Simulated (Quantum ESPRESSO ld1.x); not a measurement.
Q: The table gives one normalised radial function P(r) = r R(r) of Cd2+ in [Kr] 4d10 (r in bohr). All-electron calculation, scalar-relativistic Kohn-Sham, LDA (Slater exchange, VWN5 correlation), spin-polarised, spherical densities, point nucleus. Program: ld1.x of Quantum ESPRESSO 7.5.

| r | P |
|---|---|
| 0.003444 | 0.0001 |
| 0.005097 | 0.0004 |
| 0.007603 | 0.0014 |
| 0.01134 | 0.0041 |
| 0.01679 | 0.0120 |
| 0.02504 | 0.0344 |
| 0.03736 | 0.0934 |
| 0.05529 | 0.2302 |
| 0.08248 | 0.5161 |
| 0.1221 | 0.9763 |
| 0.1821 | 1.5113 |
| 0.2717 | 1.7555 |
| 0.402 | 1.4146 |
| 0.5998 | 0.6977 |
| 0.8948 | 0.1773 |
| 1.324 | 0.0194 |
| 1.975 | 0.0006 |
| 2.924 | 0.0000 |
| 4.361 | 0.0000 |

Which n and l does it have? It may be an empty orbital.

A: n = 3, l = 2: the number of nodes gives n - l - 1 = 0, the rise at small r (about r^(l+1), flatter next to the nucleus through relativity) gives l, and the extent must fit the shell. The curve is that of 3d. 3d: eigenvalue -412.89 eV, 0 radial nodes, <r> = 0.335 bohr, 90 % of the charge inside 0.530 bohr.
